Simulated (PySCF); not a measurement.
H2Te, charge -1, doublet, at the geometry of the source list (a state made from the parent by changing its charge; the spin is typed, not shown lowest) (core potentials on Te) (in this run its highest filled SCF level lies above zero, so its values depend strongly on the basis, on diffuse functions most of all), with bond 3-1 at 2.0 times its length; B3LYP/def2-SVP run with PySCF.

Here is a job for PySCF.
```python
from pyscf import gto, scf, dft

mol = gto.Mole()
mol.atom = '''
    Te   -0.001700    0.789100    0.000000
    H    -1.139100   -0.398000    0.000000
    H     2.283300   -1.571100    0.000000
'''
mol.basis = 'def2-svp'
mol.ecp = {'Te': 'def2-svp'}
mol.charge = -1
mol.spin = 1
mol.verbose = 4
mol.build()

mf = dft.UKS(mol)
mf.xc = 'b3lyp'
mf.conv_tol = 1e-7
mf.kernel()
mf.analyze()
```

The log (banner, timings and long lists left out):

```
PySCF version 2.14.0

[INPUT] verbose = 4
[INPUT] num. atoms = 3
[INPUT] num. electrons = 27
[INPUT] charge = -1
[INPUT] spin (= nelec alpha-beta = 2S) = 1
[INPUT] symmetry False subgroup None
[INPUT] Mole.unit = angstrom
[INPUT] Symbol           X                Y                Z      unit          X                Y                Z       unit  Magmom
[INPUT]  1 Te    -0.001700000000   0.789100000000   0.000000000000 AA   -0.003212534412   1.491182884894   0.000000000000 Bohr   0.0
[INPUT]  2 H     -1.139100000000  -0.398000000000   0.000000000000 AA   -2.152587028492  -0.752110997577   0.000000000000 Bohr   0.0
[INPUT]  3 H      2.283300000000  -1.571100000000   0.000000000000 AA    4.314811660219  -2.968948714304   0.000000000000 Bohr   0.0

nuclear repulsion = 11.7373066053839
number of shells = 16
number of NR pGTOs = 75
number of NR cGTOs = 36
basis = def2-svp
ecp = {'Te': 'def2-svp'}

******** <class 'pyscf.dft.uks.UKS'> ********
method = UKS
initial guess = minao
damping factor = 0
level_shift factor = 0
DIIS = <class 'pyscf.scf.diis.CDIIS'>
diis_start_cycle = 1
diis_space = 8
diis_damp = 0
SCF conv_tol = 1e-07
SCF conv_tol_grad = None
SCF max_cycles = 50
direct_scf = True
direct_scf_tol = 1e-13
number electrons alpha = 14  beta = 13
XC library pyscf.dft.libxc version 7.1.2
    S. Lehtola, C. Steigemann, M. J. T. Oliveira, and M. A. L. Marques,  SoftwareX 7, 1–5 (2018)
XC functionals = b3lyp
    P. J. Stephens, F. J. Devlin, C. F. Chabalowski, and M. J. Frisch,  J. Phys. Chem. 98, 11623 (1994)
radial grids:
    Treutler-Ahlrichs [JCP 102, 346 (1995); DOI:10.1063/1.469408] (M4) radial grids

becke partition: Becke, JCP 88, 2547 (1988); DOI:10.1063/1.454033
pruning grids: <function nwchem_prune>
grids dens level: 3
symmetrized grids: False
atomic radii adjust function: <function treutler_atomic_radii_adjust>
small_rho_cutoff = 0
Set gradient conv threshold to 0.000316228
tot grids = 41576
init E= -241.39842072536

cycle= 1 E= -267.00499048542  delta_E= -25.6  |g|=  1.9  |ddm|= 5.63
cycle= 2 E= -267.050642674676  delta_E= -0.0457  |g|= 2.02  |ddm|= 6.17
cycle= 3 E= -269.246923514647  delta_E= -2.2  |g|= 0.0942  |ddm|= 3.74
cycle= 4 E= -269.253423773748  delta_E= -0.0065  |g|= 0.0555  |ddm|= 0.294
cycle= 5 E= -269.256734600348  delta_E= -0.00331  |g|= 0.0398  |ddm|= 0.201
cycle= 6 E= -269.258381614684  delta_E= -0.00165  |g|= 0.00992  |ddm|= 0.0714
cycle= 7 E= -269.258522994017  delta_E= -0.000141  |g|= 0.00229  |ddm|= 0.0322
cycle= 8 E= -269.258531379788  delta_E= -8.39e-06  |g|= 0.000685  |ddm|= 0.00726
cycle= 9 E= -269.258532198462  delta_E= -8.19e-07  |g|= 0.00032  |ddm|= 0.00248
cycle= 10 E= -269.258532318518  delta_E= -1.2e-07  |g|= 0.000119  |ddm|= 0.000728
cycle= 11 E= -269.25853233497  delta_E= -1.65e-08  |g|= 2.4e-05  |ddm|= 0.000302
Extra cycle  E= -269.258532335192  delta_E= -2.22e-10  |g|= 1.92e-05  |ddm|= 7.78e-05
converged SCF energy = -269.258532335192  <S^2> = 0.75439442  2S+1 = 2.0043896
**** SCF Summaries ****
Total Energy =                        -269.258532335192285
Nuclear Repulsion Energy =              11.737306605383880
One-electron Energy =                 -498.200370100696773
Two-electron Energy =                  217.204531160120638
Two-electron Coulomb Energy =          238.941473672806410
DFT Exchange-Correlation Energy =      -21.736942512685761
**** MO energy ****
                             alpha | beta                alpha | beta
MO #1   energy= -6.01388792792585  | -6.01276666710517  occ= 1 | 1
MO #2   energy= -4.15134144481596  | -4.1508592612839   occ= 1 | 1
MO #3   energy= -4.1430663079478   | -4.14073756605628  occ= 1 | 1
MO #4   energy= -4.13818844096925  | -4.13772045672717  occ= 1 | 1
MO #5   energy= -1.34824484596306  | -1.34718891892822  occ= 1 | 1
MO #6   energy= -1.34495486500888  | -1.3431386707813   occ= 1 | 1
MO #7   energy= -1.34096428010591  | -1.34054591844221  occ= 1 | 1
MO #8   energy= -1.33357788277481  | -1.33180338029584  occ= 1 | 1
MO #9   energy= -1.33319312501339  | -1.33162491344581  occ= 1 | 1
MO #10  energy= -0.384167291039992 | -0.37633078410683  occ= 1 | 1
MO #11  energy= -0.131854934467245 | -0.129268846989291 occ= 1 | 1
MO #12  energy= -0.0823192701326221 | 0.00100855639383059 occ= 1 | 1
MO #13  energy= 0.00194492806232886 | 0.00515720118670918 occ= 1 | 1
MO #14  energy= 0.00398195357504436 | 0.091439936707161  occ= 1 | 0
MO #15  energy= 0.203099706494787  | 0.205122101070117  occ= 0 | 0
MO #16  energy= 0.430185732499282  | 0.436283081627524  occ= 0 | 0
MO #17  energy= 0.491796128749137  | 0.493215804377509  occ= 0 | 0
MO #18  energy= 0.554159472827697  | 0.555833899066364  occ= 0 | 0
MO #19  energy= 0.565316354655895  | 0.574140300091599  occ= 0 | 0
MO #20  energy= 0.568351128065295  | 0.575312009843187  occ= 0 | 0
MO #21  energy= 0.572207174369474  | 0.578884504319384  occ= 0 | 0
MO #22  energy= 0.581616460940419  | 0.601484188252189  occ= 0 | 0

spin_pop of  0 Te 4s       -0.00000
spin_pop of  0 Te 5s        0.00220
spin_pop of  0 Te 6s        0.00123
spin_pop of  0 Te 7s        0.00012
spin_pop of  0 Te 4px       0.00001
spin_pop of  0 Te 4py       0.00141
spin_pop of  0 Te 4pz       0.00082
spin_pop of  0 Te 5px       0.00030
spin_pop of  0 Te 5py       0.00024
spin_pop of  0 Te 5pz       0.00015
spin_pop of  0 Te 6px       0.00070
spin_pop of  0 Te 6py       0.18506
spin_pop of  0 Te 6pz       0.13299
spin_pop of  0 Te 7px      -0.00097
spin_pop of  0 Te 7py      -0.00047
spin_pop of  0 Te 7pz      -0.00063
spin_pop of  0 Te 4dxy     -0.00038
spin_pop of  0 Te 4dyz     -0.00024
spin_pop of  0 Te 4dz^2    -0.00049
spin_pop of  0 Te 4dxz     -0.00072
spin_pop of  0 Te 4dx2-y2    0.00003
spin_pop of  0 Te 5dxy      0.00038
spin_pop of  0 Te 5dyz      0.00050
spin_pop of  0 Te 5dz^2     0.00049
spin_pop of  0 Te 5dxz      0.00077
spin_pop of  0 Te 5dx2-y2    0.00047
spin_pop of  1 H 1s       -0.00487
spin_pop of  1 H 2s        0.00016
spin_pop of  1 H 2px       0.00124
spin_pop of  1 H 2py       0.00131
spin_pop of  1 H 2pz      -0.00004
spin_pop of  2 H 1s        0.68891
spin_pop of  2 H 2s       -0.01109
spin_pop of  2 H 2px       0.00019
spin_pop of  2 H 2py       0.00022
spin_pop of  2 H 2pz       0.00000
In total            14.00000 | 13.00000

WARN: System has nonzero charge -1; the dipole moment is origin-dependent.
Location of origin: [0. 0. 0.]

Dipole moment(X, Y, Z, Debye): -2.53815, -0.80686,  0.00000
```
